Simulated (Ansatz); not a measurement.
Kohn–Sham single points on Cl2FH2NZr, SMILES `[NH2][Zr]([F])([Cl])[Cl]`.

```yaml
crystal:
  periodic: [false, false, false]
  atoms:
    - {symbol: N, position_ang: [-0.173544, 1.252215, -0.045023]}
    - {symbol: Zr, position_ang: [0.001715, -0.737375, -0.014155]}
    - {symbol: F, position_ang: [-1.625411, -1.420312, -0.687280]}
    - {symbol: Cl, position_ang: [0.409946, -1.418836, 2.197226]}
    - {symbol: Cl, position_ang: [1.843158, -1.347415, -1.340110]}
    - {symbol: H, position_ang: [0.532576, 1.912205, 0.254624]}
    - {symbol: H, position_ang: [-0.988439, 1.759519, -0.365272]}
basis:
  gaussian: {orbitals: def2-TZVPP}
hamiltonian: {xc: pbe0, dispersion: d4}
output: {orbitals: {seedname: orbitals}}
```

```sh
$ ansatz run in.yaml --threads 4 --pin off --events-out ev --progress --plain
```

It prints (some lines left out):

```
Functional definition: PBE0
1469 factors; their error is unknown
mean field evaluation 1: about -30553.2337 eV, gradient 7.5e1 eV
mean field evaluation 2: about -30507.4629 eV, gradient 1.6e2 eV
mean field evaluation 4: about -30562.9178 eV, gradient 9.7e0 eV
mean field evaluation 8: about -30563.1360 eV, gradient 9.2e-2 eV
mean field evaluation 16: about -30563.2412 eV, gradient 3.9e-5 eV
mean field -30563.24120032 eV, -1123.1783976028 hartree, gradient 3.9e-5 eV, S^2 0.000000; 0 other end points of the search recorded, 0 dependent functions left out
reference -30563.24125173 eV, -1123.1783994922 hartree; 32, 32 occupied and 198, 198 virtual orbitals, 1469 factors
Total energy: -30563.40830285 eV, -1123.1845385075 hartree
```

Hardware: 4 threads of a server CPU on a shared host. Wall time 1.9 s, peak host memory 0.64 GiB.

The same input with `hamiltonian: {xc: {name: BHLYP}, dispersion: d4}` (abridged; 2 s):

```
Functional definition: BHLYP
mean field evaluation 16: about -30571.7560 eV, gradient 4.2e-4 eV
mean field -30571.75603172 eV, -1123.4913118853 hartree, gradient 7.0e-5 eV, S^2 0.000000
Total energy: -30572.04414480 eV, -1123.5018998457 hartree
```

Changing it to `hamiltonian: {xc: hse06, dispersion: d4}` (abridged; 2.1 s):

```
Functional definition: HSE06
mean field evaluation 16: about -30562.6097 eV, gradient 1.2e-4 eV
mean field -30562.60970579 eV, -1123.1551906070 hartree, gradient 4.3e-5 eV, S^2 0.000000
Total energy: -30562.76927165 eV, -1123.1610545443 hartree
```

The same input with `hamiltonian: {xc: {name: BLYP}, dispersion: d4}` (abridged; 1.3 s):

```
Functional definition: BLYP
mean field evaluation 16: about -30574.7243 eV, gradient 4.3e-4 eV
mean field -30574.72432723 eV, -1123.6003947332 hartree, gradient 6.2e-5 eV, S^2 0.000000
Total energy: -30575.11610978 eV, -1123.6147924764 hartree
```

The same input with `hamiltonian: {xc: {name: revPBE}, dispersion: d4}` (abridged; 1.2 s):

```
Functional definition: revPBE
mean field evaluation 16: about -30571.2409 eV, gradient 3.0e-4 eV
mean field -30571.24086941 eV, -1123.4723800194 hartree, gradient 5.4e-5 eV, S^2 0.000000
Total energy: -30571.66768282 eV, -1123.4880651229 hartree
```

Changing it to `hamiltonian: {xc: {name: PBE-QIDH}}` (abridged; 3.2 s):

```
Functional definition: PBE-QIDH
mean field evaluation 16: about -30544.4884 eV, gradient 4.8e-4 eV
mean field -30544.48835850 eV, -1122.4892433772 hartree, gradient 4.1e-6 eV, S^2 0.000000
12 core orbitals not correlated: weight in the atoms' cores, before any rotation towards them, 1.000 or more for the frozen orbitals, at most 0.000 for the correlated occupied ones
second order -36.49534363 eV of doubles, -0.00000000 eV of singles
Total energy: -30556.65349273 eV, -1122.9363038142 hartree
```

HSE06 is the plane-wave form, built on full-range PBE exchange.
